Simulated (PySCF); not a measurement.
Worked example: oscillator strength and radiative lifetime

GaHF2, SMILES [GaH]([F])[F].

Coordinates come from a ωB97X-D3(BJ)/def2-TZVP optimisation.

PySCF with TDA-M06-2X/def2-SVPD puts the first singlet state with f over 0.02 at 7.68 eV (vertical), with the transition dipole (0.611, 0.000, 0.000) in atomic units.

Q: Find the oscillator strength, the wavelength and the radiative lifetime that this transition would have in vacuum if emission retraced absorption.

A: 
|μ|² = 0.3733 au, so |μ| = 1.55 D. ΔE = 7.68/27.211 = 0.2822 hartree. f = (2/3) ΔE |μ|² = 0.070 (the program prints 0.070).
λ = 1239.84/7.68 = 161 nm; ν = 61943 cm⁻¹.
Einstein's coefficient A = 0.6670 ν² f s⁻¹ (ν in cm⁻¹) = 1.8e8 s⁻¹, so τ = 1/A = 5.6 ns. This state is S1. The figure is the radiative limit of this one transition; relaxation, internal conversion, crossing to triplets and a medium change what is measured.
